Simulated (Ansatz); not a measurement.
Ansatz (a quantum-chemistry and plane-wave program) input (SVWN5/def2-TZVP):

Ansatz 0.2 input:
```yaml
crystal:
  periodic: [false, false, false]
  atoms:
    - {symbol: Sn, position_ang: [-0.22632255, -0.10713605, -0.18719715]}
    - {symbol: O, position_ang: [1.25384322, 0.49019374, 1.01936476]}
    - {symbol: H, position_ang: [1.28538196, 1.43525240, 1.20493941]}
basis:
  gaussian:
    orbitals: def2-TZVP
hamiltonian:
  xc: {name: SVWN5}
magnetization: {spin_polarized: true, initial_magnetization: 1}
relax: {f_tol: 0.003, max_steps: 100}
```

Output:

```
Functional definition: SVWN5
integrals: 0.02 GiB planned
583 factors; their error is unknown
mean field: 0.21 GiB planned
mean field evaluation 1: about -7863.5508 eV, gradient 4.9e1 eV
mean field evaluation 2: about -7716.3818 eV, gradient 1.4e2 eV
mean field evaluation 4: about -7871.6445 eV, gradient 1.0e1 eV
mean field evaluation 8: about -7871.9894 eV, gradient 1.5e-1 eV
mean field evaluation 16: about -7871.9846 eV, gradient 3.4e-4 eV
mean field evaluation 32: about -7871.7032 eV, gradient 1.2e-6 eV
mean field -7871.98461984 eV, -289.2900989563 hartree, gradient 7.1e-6 eV, S^2 0.751397; 4 other end points of the search recorded, 0 dependent functions left out
the calculation of the forces begins
reference -7871.98465170 eV, -289.2901001270 hartree; 16, 15 occupied and 71, 72 virtual orbitals, 583 factors
relax step   1: F+E_penalty+E_count = -7871.98461984 eV  Δ(F+E_penalty+E_count) = +0.000e0 eV  max|allowed force component| = 6.839e-1 eV/Å  Δτ_max = 0.0000 Å  (97 SCF iters, accepted)
these checks for a lower state are left out or cut short: starts, cluster_reference, orbital_swaps, neighbouring_geometries, increment
integrals: 0.02 GiB planned
583 factors; their error is unknown
mean field: 0.21 GiB planned
mean field -7871.99335551 eV, -289.2904199861 hartree, gradient 1.5e-5 eV, S^2 0.751363; 0 other end points of the search recorded, 0 dependent functions left out
the calculation of the forces begins
reference -7871.99338732 eV, -289.2904211554 hartree; 16, 15 occupied and 71, 72 virtual orbitals, 583 factors
relax step   2: F+E_penalty+E_count = -7871.99335551 eV  Δ(F+E_penalty+E_count) = -8.736e-3 eV  max|allowed force component| = 1.469e-1 eV/Å  Δτ_max = 0.0179 Å  (34 SCF iters, accepted)
these checks for a lower state are left out or cut short: starts, cluster_reference, orbital_swaps, neighbouring_geometries, increment
integrals: 0.02 GiB planned
583 factors; their error is unknown
mean field: 0.21 GiB planned
mean field -7871.99358741 eV, -289.2904285083 hartree, gradient 1.2e-5 eV, S^2 0.751362; 0 other end points of the search recorded, 0 dependent functions left out
the calculation of the forces begins
reference -7871.99361923 eV, -289.2904296777 hartree; 16, 15 occupied and 71, 72 virtual orbitals, 583 factors
relax step   3: F+E_penalty+E_count = -7871.99358741 eV  Δ(F+E_penalty+E_count) = -2.319e-4 eV  max|allowed force component| = 8.148e-3 eV/Å  Δτ_max = 0.0020 Å  (36 SCF iters, accepted)
these checks for a lower state are left out or cut short: starts, cluster_reference, orbital_swaps, neighbouring_geometries, increment
integrals: 0.02 GiB planned
583 factors; their error is unknown
mean field: 0.21 GiB planned
mean field evaluation 64: about -7871.9936 eV, gradient 1.5e-1 eV
mean field -7871.99359576 eV, -289.2904288153 hartree, gradient 1.2e-5 eV, S^2 0.751365; 0 other end points of the search recorded, 0 dependent functions left out
the calculation of the forces begins
reference -7871.99362758 eV, -289.2904299847 hartree; 16, 15 occupied and 71, 72 virtual orbitals, 583 factors
relax step   4: F+E_penalty+E_count = -7871.99359576 eV  Δ(F+E_penalty+E_count) = -8.353e-6 eV  max|allowed force component| = 5.942e-3 eV/Å  Δτ_max = 0.0015 Å  (36 SCF iters, accepted)
these checks for a lower state are left out or cut short: starts, cluster_reference, orbital_swaps, neighbouring_geometries, increment
integrals: 0.02 GiB planned
583 factors; their error is unknown
mean field: 0.21 GiB planned
mean field -7871.99359750 eV, -289.2904288792 hartree, gradient 9.6e-6 eV, S^2 0.751364; 0 other end points of the search recorded, 0 dependent functions left out
the calculation of the forces begins
reference -7871.99362932 eV, -289.2904300485 hartree; 16, 15 occupied and 71, 72 virtual orbitals, 583 factors
relax step   5: F+E_penalty+E_count = -7871.99359750 eV  Δ(F+E_penalty+E_count) = -1.739e-6 eV  max|allowed force component| = 3.209e-5 eV/Å  Δτ_max = 0.0003 Å  (25 SCF iters, accepted)
integrals: 0.02 GiB planned
583 factors; their error is unknown
mean field: 0.21 GiB planned
mean field evaluation 96: about -7871.9936 eV, gradient 5.6e-5 eV
mean field -7871.99359750 eV, -289.2904288792 hartree, gradient 9.6e-6 eV, S^2 0.751364; 5 other end points of the search recorded, 0 dependent functions left out
the calculation of the forces begins
reference -7871.99362932 eV, -289.2904300485 hartree; 16, 15 occupied and 71, 72 virtual orbitals, 583 factors
Total energy: -7871.99362932 eV, -289.2904300485 hartree
Atom 0 at    -0.214616    -0.095106    -0.176402 Å, force     0.000032     0.000025     0.000028 eV/Å
Atom 1 at     1.254011     0.477994     1.017398 Å, force    -0.000012     0.000003    -0.000009 eV/Å
Atom 2 at     1.273508     1.435422     1.196111 Å, force    -0.000020    -0.000028    -0.000020 eV/Å
Dipole moment:    -0.209802     0.214663    -0.119695 e Å
```

It need not be the lowest isomer of its formula.
